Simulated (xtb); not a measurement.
xtb input (GFN2-xTB):

```bash
xtb mol.xyz --gfn 2 --sp --chrg 0 --uhf 0
```
mol.xyz:
```
11

C      1.59719030     0.19850803     0.10445867
C      0.46338925    -0.77883048    -0.19216156
C     -0.87644889    -0.31779276     0.33616147
F     -1.25734084     0.87869393    -0.28533279
H      1.39387359     1.17385583    -0.33824818
H      1.72301410     0.33829457     1.18087625
H      2.54353264    -0.16490323    -0.29846995
H      0.37565548    -0.94347248    -1.26960819
H      0.67488599    -1.75442217     0.25804690
H     -0.83724573    -0.12031814     1.41107334
H     -1.66243247    -1.04858841     0.13357339
```

Output:

```
           -------------------------------------------------
          |                Calculation Setup                |
           -------------------------------------------------

           -------------------------------------------------
          |                 G F N 2 - x T B                 |
           -------------------------------------------------

        Reference                      10.1021/acs.jctc.8b01176
      * Hamiltonian:
        H0-scaling (s, p, d)           1.850000    2.230000    2.230000
        zeta-weighting                 0.500000
      * Dispersion:
        s8                             2.700000
        a1                             0.520000
        a2                             5.000000
        s9                             5.000000
      * Repulsion:
        kExp                           1.500000    1.000000
        rExp                           1.000000
      * Coulomb:
        alpha                          2.000000
        third order                    shell-resolved
        anisotropic                    true
        a3                             3.000000
        a5                             4.000000
        cn-shift                       1.200000
        cn-exp                         4.000000
        max-rad                        5.000000

          ...................................................
          :                      SETUP                      :
          :.................................................:
          :  # basis functions                  23          :
          :  # atomic orbitals                  23          :
          :  # shells                           15          :
          :  # electrons                        26          :
          :  max. iterations                   250          :
          :  Hamiltonian                  GFN2-xTB          :
          :  restarted?                      false          :
          :  GBSA solvation                  false          :
          :  PC potential                    false          :
          :  electronic temp.          300.0000000     K    :
          :  accuracy                    1.0000000          :
          :  -> integral cutoff          0.2500000E+02      :
          :  -> integral neglect         0.1000000E-07      :
          :  -> SCF convergence          0.1000000E-05 Eh   :
          :  -> wf. convergence          0.1000000E-03 e    :
          :  Broyden damping             0.4000000          :
          :  net charge                          0          :
          :  unpaired electrons                  0          :
          ...................................................

 iter      E             dE          RMSdq      gap      omega  full diag
   1    -14.8374962 -0.148375E+02  0.335E+00   12.90       0.0  T
   2    -14.8736813 -0.361851E-01  0.172E+00   12.28       1.0  T
   3    -14.8743475 -0.666211E-03  0.851E-01   12.42       1.0  T
   4    -14.8745244 -0.176890E-03  0.109E-01   12.37       1.0  T
   5    -14.8745364 -0.120156E-04  0.614E-02   12.38       1.0  T
   6    -14.8745374 -0.929218E-06  0.102E-02   12.39       3.0  T
   7    -14.8745375 -0.182327E-06  0.463E-03   12.39       6.5  T
   8    -14.8745376 -0.204185E-07  0.627E-04   12.39      48.1  T
   9    -14.8745376 -0.796044E-09  0.277E-04   12.39     108.7  T

   *** convergence criteria satisfied after 9 iterations ***

         #    Occupation            Energy/Eh            Energy/eV
      -------------------------------------------------------------
         1        2.0000           -0.7939337             -21.6040
       ...           ...                  ...                  ...
         7        2.0000           -0.5194751             -14.1356
         8        2.0000           -0.4990621             -13.5802
         9        2.0000           -0.4797127             -13.0536
        10        2.0000           -0.4676147             -12.7244
        11        2.0000           -0.4473153             -12.1721
        12        2.0000           -0.4421433             -12.0313
        13        2.0000           -0.4408483             -11.9961 (HOMO)
        14                          0.0143580               0.3907 (LUMO)
        15                          0.0843430               2.2951
        16                          0.1153190               3.1380
        17                          0.1328314               3.6145
        18                          0.1498684               4.0781
       ...                                ...                  ...
        23                          0.2743624               7.4658
      -------------------------------------------------------------
                  HL-Gap            0.4552063 Eh           12.3868 eV
             Fermi-level           -0.2132451 Eh           -5.8027 eV

 SCC (total)                   0 d,  0 h,  0 min,  0.006 sec
 SCC setup                      ...        0 min,  0.000 sec (  2.817%)
 Dispersion                     ...        0 min,  0.000 sec (  1.510%)
 classical contributions        ...        0 min,  0.000 sec (  0.594%)
 integral evaluation            ...        0 min,  0.001 sec ( 14.467%)
 iterations                     ...        0 min,  0.003 sec ( 52.758%)
 molecular gradient             ...        0 min,  0.002 sec ( 24.602%)
 printout                       ...        0 min,  0.000 sec (  2.997%)

         :::::::::::::::::::::::::::::::::::::::::::::::::::::
         ::                     SUMMARY                     ::
         :::::::::::::::::::::::::::::::::::::::::::::::::::::
         :: total energy             -14.723613910499 Eh    ::
         :: gradient norm              0.022644521344 Eh/a0 ::
         :: HOMO-LUMO gap             12.386793837360 eV    ::
         ::.................................................::
         :: SCC energy               -14.874535691506 Eh    ::
         :: -> isotropic ES            0.016379834004 Eh    ::
         :: -> anisotropic ES          0.001956710550 Eh    ::
         :: -> anisotropic XC          0.001824985326 Eh    ::
         :: -> dispersion             -0.004178367540 Eh    ::
         :: repulsion energy           0.150921781007 Eh    ::
         :: add. restraining           0.000000000000 Eh    ::
         :: total charge               0.000000000000 e     ::
         :::::::::::::::::::::::::::::::::::::::::::::::::::::

           -------------------------------------------------
          |                Property Printout                |
           -------------------------------------------------

    * Orbital Energies and Occupations

         #    Occupation            Energy/Eh            Energy/eV
      -------------------------------------------------------------
         1        2.0000           -0.7939337             -21.6040
         2        2.0000           -0.6400665             -17.4171
         3        2.0000           -0.6065168             -16.5042
         4        2.0000           -0.5757450             -15.6668
         5        2.0000           -0.5418389             -14.7442
         6        2.0000           -0.5400145             -14.6945
         7        2.0000           -0.5194751             -14.1356
         8        2.0000           -0.4990621             -13.5802
         9        2.0000           -0.4797127             -13.0536
        10        2.0000           -0.4676147             -12.7244
        11        2.0000           -0.4473153             -12.1721
        12        2.0000           -0.4421433             -12.0313
        13        2.0000           -0.4408483             -11.9961 (HOMO)
        14                          0.0143580               0.3907 (LUMO)
        15                          0.0843430               2.2951
Note: The following floating-point exceptions are signalling: IEEE_UNDERFLOW_FLAG IEEE_DENORMAL
normal termination of xtb
        16                          0.1153190               3.1380
        17                          0.1328314               3.6145
        18                          0.1498684               4.0781
        19                          0.1757977               4.7837
        20                          0.1819465               4.9510
        21                          0.2359812               6.4214
        22                          0.2506968               6.8218
        23                          0.2743624               7.4658
      -------------------------------------------------------------
                  HL-Gap            0.4552063 Eh           12.3868 eV
             Fermi-level           -0.2132451 Eh           -5.8027 eV

     #   Z          covCN         q      C6AA      α(0)
     1   6 C        3.750    -0.102    22.519     6.768
     2   6 C        3.800    -0.058    21.611     6.619
     3   6 C        3.608     0.105    19.344     6.353
     4   9 F        0.782    -0.265    11.927     4.079
     5   1 H        0.924     0.053     2.281     2.362
     6   1 H        0.924     0.038     2.481     2.463
     7   1 H        0.924     0.038     2.470     2.458
     8   1 H        0.924     0.052     2.300     2.372
     9   1 H        0.924     0.039     2.468     2.457
    10   1 H        0.924     0.052     2.300     2.372
    11   1 H        0.924     0.049     2.337     2.391

 Mol. C6AA /au·bohr⁶  :        779.278141
 Mol. C8AA /au·bohr⁸  :      15751.750338
 Mol. α(0) /au        :         40.692974

Wiberg/Mayer (AO) data.
largest (>0.10) Wiberg bond orders for each atom

 ---------------------------------------------------------------------------
     #   Z sym  total        # sym  WBO       # sym  WBO       # sym  WBO
 ---------------------------------------------------------------------------
     1   6 C    3.994 --     2 C    1.019     6 H    0.987     7 H    0.987
                             5 H    0.986
     2   6 C    3.995 --     1 C    1.019     3 C    1.010     8 H    0.975
                             9 H    0.973
     3   6 C    3.901 --     2 C    1.010    11 H    0.973    10 H    0.972
                             4 F    0.928
     4   9 F    0.984 --     3 C    0.928
     5   1 H    0.997 --     1 C    0.986
     6   1 H    0.999 --     1 C    0.987
     7   1 H    0.999 --     1 C    0.987
     8   1 H    0.997 --     2 C    0.975
     9   1 H    0.999 --     2 C    0.973
    10   1 H    0.997 --     3 C    0.972
    11   1 H    0.998 --     3 C    0.973
 ---------------------------------------------------------------------------

Topologies differ in total number of bonds
Writing topology from bond orders to xtbtopo.mol

molecular dipole:
                 x           y           z       tot (Debye)
 q only:        0.394      -0.655       0.284
   full:        0.374      -0.780       0.360       2.382
molecular quadrupole (traceless):
                xx          xy          yy          xz          yz          zz
 q only:       -0.371       2.298      -0.280      -1.100       0.369       0.651
  q+dip:       -0.634       3.048      -1.026      -1.328       0.997       1.660
   full:       -0.533       2.923      -0.746      -1.322       0.758       1.278

           -------------------------------------------------
          | TOTAL ENERGY              -14.723613910499 Eh   |
          | GRADIENT NORM               0.022644521344 Eh/α |
          | HOMO-LUMO GAP              12.386793837360 eV   |
           -------------------------------------------------

------------------------------------------------------------------------
------------------------------------------------------------------------
 total:
 SCF:
```
